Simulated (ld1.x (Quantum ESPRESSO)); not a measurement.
# u(r) = r·R(r): atom against pseudo-atom (Ni)

Columns: radius, all-electron u(r) and pseudo u(r) of the 4p shell (level -4.40 eV) of nickel in the configuration [Ar] 3d8 4s1.5 4p0; LDA (PZ), scalar-relativistic, PAW scheme, ld1.x (Quantum ESPRESSO) 7.5.

```
r (bohr)  all-electron  pseudo
   0.132        0.1240  0.0044
   0.265        0.0003  0.0176
   0.398       -0.1477  0.0389
   0.530       -0.2084  0.0672
   0.663       -0.1920  0.1017
   0.795       -0.1303  0.1406
   0.928       -0.0474  0.1828
   1.060        0.0403  0.2263
   1.193        0.1260  0.2703
   1.325        0.2043  0.3129
   1.458        0.2747  0.3536
   1.590        0.3357  0.3911
   1.723        0.3882  0.4253
   1.855        0.4320  0.4556
   1.988        0.4683  0.4820
   2.120        0.4973  0.5044
   2.252        0.5199  0.5229
   2.385        0.5370  0.5379
   2.518        0.5489  0.5490
   2.650        0.5561  0.5561
   2.782        0.5594  0.5594
   2.915        0.5592  0.5592
   3.048        0.5558  0.5558
   3.180        0.5499  0.5499
   3.312        0.5417  0.5417
   3.445        0.5315  0.5315
```

Task: How many radial nodes do the two functions have?

Result: The all-electron 4p function has n − l − 1 = 2; the pseudo-wave has 0, since the states of the same l below it are removed with the core.

Task: At about which radius was the pseudo-wave matched?

Result: 2.60 bohr, where the columns begin to agree (steps of 0.13 bohr).

Task: Is the pseudo-wave norm-conserving?

Result: No, it belongs to a PAW set: the norm inside the radius is not constrained, and the difference is carried by the augmentation charge.
